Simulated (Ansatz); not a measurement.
Ansatz (a quantum-chemistry and plane-wave program) input (MP2/6-31G*):

Ansatz 0.2 input:
```yaml
crystal:
  periodic: [false, false, false]
  atoms:
    - {symbol: O, position_ang: [-0.00000000, -0.00000000, -1.26121000]}
    - {symbol: B, position_ang: [0.00000000, 0.00000000, 0.00000000]}
    - {symbol: O, position_ang: [0.00000000, 0.00000000, 1.26121000]}
basis:
  gaussian:
    orbitals: 6-31G*
magnetization: {spin_polarized: true, initial_magnetization: 1}
correlation: {method: mp2, electrons: outside_noble_gas}
relax: {f_tol: 0.003, max_steps: 120}
```

Output:

```
Functional definition: HF
these checks for a lower state are left out or cut short: cluster_reference
integrals: 0.01 GiB planned
426 factors; integrals over basis functions are off by at most 2.8e-4 eV
mean field: 0.09 GiB planned
mean field evaluation 1: about -4743.5640 eV, gradient 2.2e1 eV
mean field evaluation 2: about -4743.6039 eV, gradient 2.2e1 eV
mean field evaluation 4: about -4746.2813 eV, gradient 3.1e0 eV
mean field evaluation 8: about -4746.5053 eV, gradient 2.0e-1 eV
mean field evaluation 16: about -4746.5060 eV, gradient 1.5e-6 eV
mean field evaluation 32: about -4746.2266 eV, gradient 2.2e0 eV
mean field -4746.50603532 eV, -174.4308795006 hartree, gradient 1.4e-6 eV, S^2 0.937823; 4 other end points of the search recorded, 0 dependent functions left out
3 core orbitals not correlated
reference -4746.50603532 eV, -174.4308795006 hartree; 8, 7 occupied and 34, 35 virtual orbitals, 426 factors
densities: 0.07 GiB planned
second order -10.43850631 eV of doubles, -0.00000000 eV of singles
the calculation of the forces begins
relax step   1: F+E_penalty+E_count = -4756.94454163 eV  Δ(F+E_penalty+E_count) = +0.000e0 eV  max|allowed force component| = 5.562e-2 eV/Å  Δτ_max = 0.0000 Å  (133 SCF iters, accepted)
these checks for a lower state are left out or cut short: starts, cluster_reference, orbital_swaps, neighbouring_geometries, increment
integrals: 0.01 GiB planned
426 factors; integrals over basis functions are off by at most 2.8e-4 eV
mean field: 0.09 GiB planned
mean field -4746.50670109 eV, -174.4309039671 hartree, gradient 3.6e-6 eV, S^2 0.937334; 0 other end points of the search recorded, 0 dependent functions left out
3 core orbitals not correlated
reference -4746.50670109 eV, -174.4309039671 hartree; 8, 7 occupied and 34, 35 virtual orbitals, 426 factors
densities: 0.07 GiB planned
second order -10.43787957 eV of doubles, -0.00000000 eV of singles
the calculation of the forces begins
relax step   2: F+E_penalty+E_count = -4756.94458066 eV  Δ(F+E_penalty+E_count) = -3.903e-5 eV  max|allowed force component| = 8.735e-3 eV/Å  Δτ_max = 0.0006 Å  (50 SCF iters, accepted)
these checks for a lower state are left out or cut short: starts, cluster_reference, orbital_swaps, neighbouring_geometries, increment
integrals: 0.01 GiB planned
426 factors; integrals over basis functions are off by at most 2.8e-4 eV
mean field: 0.09 GiB planned
mean field -4746.50681911 eV, -174.4309083044 hartree, gradient 1.3e-6 eV, S^2 0.937242; 0 other end points of the search recorded, 0 dependent functions left out
3 core orbitals not correlated
reference -4746.50681911 eV, -174.4309083044 hartree; 8, 7 occupied and 34, 35 virtual orbitals, 426 factors
densities: 0.07 GiB planned
second order -10.43776277 eV of doubles, -0.00000000 eV of singles
the calculation of the forces begins
relax step   3: F+E_penalty+E_count = -4756.94458188 eV  Δ(F+E_penalty+E_count) = -1.223e-6 eV  max|allowed force component| = 1.144e-5 eV/Å  Δτ_max = 0.0001 Å  (48 SCF iters, accepted)
these checks for a lower state are left out or cut short: cluster_reference
integrals: 0.01 GiB planned
426 factors; integrals over basis functions are off by at most 2.8e-4 eV
mean field: 0.09 GiB planned
mean field evaluation 64: about -4746.2829 eV, gradient 3.1e0 eV
mean field evaluation 96: about -4743.6075 eV, gradient 2.2e1 eV
mean field -4746.50681911 eV, -174.4309083044 hartree, gradient 1.3e-6 eV, S^2 0.937242; 5 other end points of the search recorded, 0 dependent functions left out
3 core orbitals not correlated
reference -4746.50681911 eV, -174.4309083044 hartree; 8, 7 occupied and 34, 35 virtual orbitals, 426 factors
densities: 0.07 GiB planned
second order -10.43776277 eV of doubles, -0.00000000 eV of singles
the calculation of the forces begins
Total energy: -4756.94458188 eV, -174.8144890113 hartree
Atom 0 at    -0.000000     0.000000    -1.260485 Å, force     0.000000     0.000000    -0.000011 eV/Å
Atom 1 at     0.000000    -0.000000    -0.000000 Å, force    -0.000000    -0.000000    -0.000000 eV/Å
Atom 2 at    -0.000000    -0.000000     1.260485 Å, force     0.000000     0.000000     0.000011 eV/Å
Dipole moment:    -0.000000    -0.000000    -0.000000 e Å
Checks for a lower state left out: cluster_reference
```

The geometry given is a B3LYP-D3(BJ)/def2-TZVP minimum.

The determinant is spin-contaminated: <S^2> is 0.94 against 0.75 for a pure state.
